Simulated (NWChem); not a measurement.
Molecule: B3H2O3, doublet; SMILES O1BO[B]OB1

All runs: NWChem. Spin-unrestricted. In the optimisation the excess spin sits in a1 (C2v, its own frame). All runs use the structure optimised with B3LYP/6-31G* (spherical d), spin-unrestricted. No stability test was run on the SCF state. Level PBE/def2-SVP: single points from the atomic guess with DIIS by default; each run changes one setting, and all converged runs end within 0.3 mHa of each other.

**Question.** Which setting needs the most SCF iterations, or fails (DIIS on 3 Fock matrices; defaults; level shift of 0.5 Ha throughout; DIIS on 20 Fock matrices; no DIIS, 40 % damping)?

**Answer.** no DIIS, 40 % damping, which doesn't converge.
| setting | SCF iterations |
|---|---|
| defaults | 10 |
| level shift of 0.5 Ha throughout | 15 |
| DIIS on 3 Fock matrices | 9 |
| DIIS on 20 Fock matrices | 8 |
| no DIIS, 40 % damping | not converged in 200 |
